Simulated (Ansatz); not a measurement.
Ansatz (an electronic-structure program) input (B3LYP/6-31G**): The .json file is the Basis Set Exchange's 6-31G**.

Ansatz 0.2 input:
```yaml
crystal:
  periodic: [false, false, false]
  atoms:
    - {symbol: C, position_ang: [1.53135800, 0.34930600, 0.14838200]}
    - {symbol: Si, position_ang: [-0.30050500, 0.31653100, 0.19603400]}
    - {symbol: F, position_ang: [-0.83770300, -0.99927100, -0.55858700]}
    - {symbol: H, position_ang: [2.13709500, -0.53308500, 0.32384300]}
    - {symbol: H, position_ang: [2.09452700, 1.25856800, -0.02927100]}
    - {symbol: H, position_ang: [-0.81348700, 0.23745600, 1.58321000]}
    - {symbol: H, position_ang: [-0.85988900, 1.50322400, -0.48527000]}
basis:
  gaussian:
    orbitals: 6-31G__.json
hamiltonian:
  xc: {name: B3LYP}
magnetization: {spin_polarized: true, initial_magnetization: 1}
output: {forces: true}
```

Output:

```
Functional definition: B3LYP
integrals: 0.02 GiB planned
645 factors; integrals over basis functions are off by at most 1.3e-3 eV
mean field: 0.26 GiB planned
mean field evaluation 1: about -11693.4116 eV, gradient 2.9e1 eV
mean field evaluation 2: about -11691.6482 eV, gradient 3.7e1 eV
mean field evaluation 4: about -11696.6475 eV, gradient 1.5e0 eV
mean field evaluation 8: about -11696.7337 eV, gradient 2.3e-2 eV
mean field evaluation 16: about -11696.7337 eV, gradient 6.8e-5 eV
mean field -11696.73370457 eV, -429.8470353119 hartree, gradient 6.8e-5 eV, S^2 0.753179; 0 other end points of the search recorded, 0 dependent functions left out
the calculation of the forces begins
reference -11696.73390628 eV, -429.8470427249 hartree; 17, 16 occupied and 52, 53 virtual orbitals, 645 factors
Total energy: -11696.73390628 eV, -429.8470427249 hartree
Atom 0 at     1.531358     0.349306     0.148382 Å, force     0.069449     0.053703     0.006857 eV/Å
Atom 1 at    -0.300505     0.316531     0.196034 Å, force    -0.078745     0.019434     0.049071 eV/Å
Atom 2 at    -0.837703    -0.999271    -0.558587 Å, force    -0.105155    -0.278952    -0.167475 eV/Å
Atom 3 at     2.137095    -0.533085     0.323843 Å, force     0.070419    -0.086711     0.023846 eV/Å
Atom 4 at     2.094527     1.258568    -0.029271 Å, force     0.081871     0.093492    -0.030012 eV/Å
Atom 5 at    -0.813487     0.237456     1.583210 Å, force    -0.030522     0.047977     0.136134 eV/Å
Atom 6 at    -0.859889     1.503224    -0.485270 Å, force    -0.007318     0.151058    -0.018421 eV/Å
Dipole moment:     0.264304     0.217172     0.123366 e Å
```

The geometry given is a B3LYP-D3(BJ)/def2-TZVP minimum.
